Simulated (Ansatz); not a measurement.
Reaction (substitution at a C–Si bond): `[CH3][InH][CH2][SiH3]` + HCl → `[CH3][InH][CH2]Cl` + SiH₄

Isolated molecules relaxed with PBE0-D4/def2-TZVP in Ansatz; ΔE leaves out vibrations. CCSD(T)/CBS adds triple-zeta CCSD(T) − MP2 to the extrapolated MP2 energy (def2 sets, frozen cores). This one scheme is used for every species. DFT in def2-TZVPP. B3LYP here is the variant with VWN-RPA as its local correlation; programs differ in this. Elements past krypton have def2 core potentials. For In outer-core shells are correlated without core-valence functions, which leaves a few kJ/mol of doubt a bond. Each species was taken in one conformer, which may not be the lowest.

`[CH3][InH][CH2][SiH3]`:

```xyz
13

C    -0.475    0.739    2.337
In    0.539    1.154    0.484
C     1.000   -0.507   -0.832
Si   -0.464   -1.036   -1.845
H    -1.554    0.763    2.164
H    -0.216   -0.253    2.708
H    -0.238    1.484    3.098
H     0.979    2.752   -0.014
H     1.824   -0.219   -1.491
H     1.329   -1.348   -0.213
H    -0.966    0.099   -2.673
H    -1.583   -1.458   -0.954
H    -0.174   -2.169   -2.770
```

HCl:

Cartesian coordinates in Å:
```
Cl -0.378 0.503 -0.115
H 0.378 -0.503 0.115
```

`[CH3][InH][CH2]Cl`:

Z-matrix (Å, degrees):
```
C
In 1 2.147
H 1 1.091 2 109.2
H 1 1.092 2 109.7 3 -118.1
H 1 1.089 2 111.9 3 121.0
C 2 2.179 1 115.9 3 43.7
Cl 2 3.004 1 107.6 3 5.0
H 2 1.723 1 127.1 3 -130.0
H 6 1.088 2 117.0 1 28.0
H 6 1.087 2 117.3 1 162.1
```

SiH₄:

Cartesian coordinates in Å:
```
Si 0.000 0.000 0.000
H -0.910 -1.168 0.103
H 1.406 -0.455 0.136
H -0.314 0.968 1.081
H -0.182 0.655 -1.320
```

Problem. Is it downhill or uphill in electronic energy at CCSD(T)/CBS, and by how much? (Estimate.)

Solution. The calculation gave: Uphill: ΔE = +0.81 eV.

Problem. What do these levels give: r2SCAN-D4, PBE0-D4, B3LYP-D4, B2PLYP, r2SCAN, CCSD/CBS(def2)? (Estimate.)

Solution. The calculation gave: r2SCAN-D4 0.78, PBE0-D4 0.80, B3LYP-D4 0.74, B2PLYP 0.76, r2SCAN 0.77, CCSD/CBS(def2) 0.82 eV.

Largest T1 diagnostic among the species: 0.012.

From PBE to PBE0 (25 % exact exchange), in def2-TZVPP and without D4, ΔE moves by +0.05 eV. In def2-TZVPP, CCSD(T) changes the Hartree–Fock value by +0.12 eV (the triples alone add −0.00 eV) and MP2 by +0.16 eV.
